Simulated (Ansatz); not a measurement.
System (SMILES): [Si]Br (Si-Br), doublet.
Atoms: Si1, Br2. Bonds: Si1-Br2.

Basis-set convergence of the optimised Si1-Br2 bond length at B3LYP with Ansatz (a program for electronic structure). All functions are spherical. The program fits the integrals of some runs and decomposes those of others, by size. Open shells are unrestricted. No added dispersion term, no relativity. Reference: the value in pcseg-4, 2.2517 Å, itself unsure by roughly 0.0004 Å (its mean distance from aug-pcseg-3, aug-cc-pV(Q+d)Z, cc-pV(5+d)Z). Deviations are taken from unrounded values.

```json
[
 {"basis": "pcseg-0", "functions": "35", "optimised Si1-Br2 bond length (Å)": "2.4167", "minus reference (Å)": "0.1650"},
 {"basis": "pcseg-1", "functions": "45", "optimised Si1-Br2 bond length (Å)": "2.2764", "minus reference (Å)": "0.0247"},
 {"basis": "cc-pV(D+d)Z", "functions": "50", "optimised Si1-Br2 bond length (Å)": "2.2654", "minus reference (Å)": "0.0138"},
 {"basis": "def2-SVP", "functions": "50", "optimised Si1-Br2 bond length (Å)": "2.2586", "minus reference (Å)": "0.0069"},
 {"basis": "pcseg-2", "functions": "77", "optimised Si1-Br2 bond length (Å)": "2.2539", "minus reference (Å)": "0.0022"},
 {"basis": "cc-pV(T+d)Z", "functions": "82", "optimised Si1-Br2 bond length (Å)": "2.2541", "minus reference (Å)": "0.0024"},
 {"basis": "def2-TZVP", "functions": "85", "optimised Si1-Br2 bond length (Å)": "2.2526", "minus reference (Å)": "0.0009"},
 {"basis": "def2-TZVPP", "functions": "90", "optimised Si1-Br2 bond length (Å)": "2.2523", "minus reference (Å)": "0.0007"},
 {"basis": "cc-pV(Q+d)Z", "functions": "132", "optimised Si1-Br2 bond length (Å)": "2.2511", "minus reference (Å)": "-0.0005"},
 {"basis": "pcseg-3", "functions": "132", "optimised Si1-Br2 bond length (Å)": "2.2519", "minus reference (Å)": "0.0002"},
 {"basis": "def2-QZVP", "functions": "145", "optimised Si1-Br2 bond length (Å)": "2.2518", "minus reference (Å)": "0.0001"},
 {"basis": "def2-QZVPP", "functions": "159", "optimised Si1-Br2 bond length (Å)": "2.2517", "minus reference (Å)": "0.0000"},
 {"basis": "cc-pV(5+d)Z", "functions": "204", "optimised Si1-Br2 bond length (Å)": "2.2514", "minus reference (Å)": "-0.0002"},
 {"basis": "pcseg-4", "functions": "216", "optimised Si1-Br2 bond length (Å)": "2.2517", "minus reference (Å)": "0.0000"}
]
```

The smallest set listed that lies within 0.005 Å of the reference with all its larger relatives (same family, alike in diffuse functions; a set with none counts only in the reference's own line) is pcseg-2 (77 functions, 0.0022 Å off).
